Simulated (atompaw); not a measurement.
**P (Z = 15): PAW (atompaw) pseudisation with PBE, scalar-relativistic reference atom.**

atompaw 4.2.0.5 input, output lines left out:

```
P 15
GGA-PBE scalarrelativistic loggrid 1500 logderivrange -4 5 226
3 3 0 0 0 0
3 1 1
0 0 0
c
c
v
c
v
1
1.45 1.30 1.05 0.95
y
-1.35
n
y
1.05
n
custom rrkj gramschmidtortho gaussian
bessel
1.45
1.45
1.25
1.25
```

Question: Does the generator finish with these settings?

Answer: Yes, a potential is produced.

Question: Estimate the cutoffs (Ry, on a coarse ladder) from which the occupation-weighted sum of valence levels, in a spherical-Bessel basis at the reference potential, stays within 10 and 1 mRy of its value at 400 Ry.

Answer: 18 Ry and 35 Ry.

Question: What does a ghost test show?

Answer: No extra level below or beside the all-electron valence levels (s, p, d, f tested).

Question: Is the overlap operator S = 1 + Σ q|β⟩⟨β| positive definite (Bessel basis up to 400 Ry)?

Answer: Yes: its lowest eigenvalue is 0.49 (s channel).
